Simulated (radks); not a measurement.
Q: Species: F+. Configuration: [He] 2s2 2p4. Method: Dirac Kohn-Sham, PBE, spin-unpolarised, spherical densities, point nucleus; open shells are shared between the two j in proportion to 2j + 1; computed with a radial shooting solver on a logarithmic mesh with Libxc functionals. Some entries of the table are withheld. Estimate them.

| orbital | occ. | eigenvalue (eV) | r(max) (bohr) | <1/r> (bohr^-1) |
|---|---|---|---|---|
| 1s1/2 | 2 | -684.1004 | (1) | 8.632 |
| 2s1/2 | 2 | -47.3861 | (2) | (3) |
| 2p1/2 | 1.33333 | (4) | 0.6805 | 1.377 |
| 2p3/2 | 2.66667 | (5) | 0.6817 | 1.374 |

A: 
(1) 1s1/2 r(max) (bohr): 0.1143
(2) 2s1/2 r(max) (bohr): 0.7519
(3) 2s1/2 <1/r> (bohr^-1): 1.517
(4) 2p1/2 eigenvalue (eV): -28.3568
(5) 2p3/2 eigenvalue (eV): -28.2823
